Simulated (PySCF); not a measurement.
BPb at UHF-SCS-MP2

Level: UHF-SCS-MP2. B aug-cc-pVDZ, Pb aug-cc-pVDZ-PP with ECP60; scalar-relativistic core potentials (PySCF 2.14).

```
state                          : ⁴Σ⁻ (quartet), unpaired electrons σ ↑, π ↑↑
bond length                    : 4.262 bohr
harmonic wavenumber            : 559 cm⁻¹
force constant                 : 1.93 mdyn/Å
rotational constant Be         : 0.3170 cm⁻¹
anharmonicity ωexe             : 4.10 cm⁻¹
vibration–rotation constant αe : 0.00207 cm⁻¹
well depth De to B + Pb        : 1.84 eV
dissociation energy D0         : 1.80 eV
```

Correlated steps freeze 5 core orbitals. Correlated levels converge slowly with the basis: in double zeta they bind strong bonds too weakly, by up to about 1 eV, and carry superposition errors of some tenths. Spin–orbit coupling is left out, which matters for elements this heavy, above all for dissociation energies. The state is the lowest determinant that a PBE0 search found; another state may lie lower at other levels.
